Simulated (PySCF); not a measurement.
Ga(Cl)(vinyl)(OH) (C2H4ClGaO), SMILES C=[CH][Ga]([OH])[Cl].

Geometry optimised at B3LYP-D3(BJ)/def2-SVP. The structure was generated by enumeration; whether it is a known compound was not checked. The values are those of a single conformer.

Two levels are set side by side: PBE/def2-TZVP (PySCF) and r2SCAN/def2-TZVP (PySCF). Same geometry, gas phase. Differences are taken from unrounded values.

```json
[
 {"quantity": "orbital gap (eV)", "r2SCAN": "5.29", "PBE": "4.85", "PBE minus r2SCAN": "-0.45"},
 {"quantity": "highest occupied level (eV)", "r2SCAN": "-7.51", "PBE": "-7.23", "PBE minus r2SCAN": "0.28"},
 {"quantity": "lowest empty level (eV)", "r2SCAN": "-2.21", "PBE": "-2.38", "PBE minus r2SCAN": "-0.17"},
 {"quantity": "dipole moment (D)", "r2SCAN": "1.59", "PBE": "1.53", "PBE minus r2SCAN": "-0.06"},
 {"quantity": "mean polarisability (bohr³)", "r2SCAN": "66.3", "PBE": "68.1", "PBE minus r2SCAN": "1.8"}
]
```

Rough cost on one machine, each run with all the roots and properties that it gave: r2SCAN against PBE about 3 times.
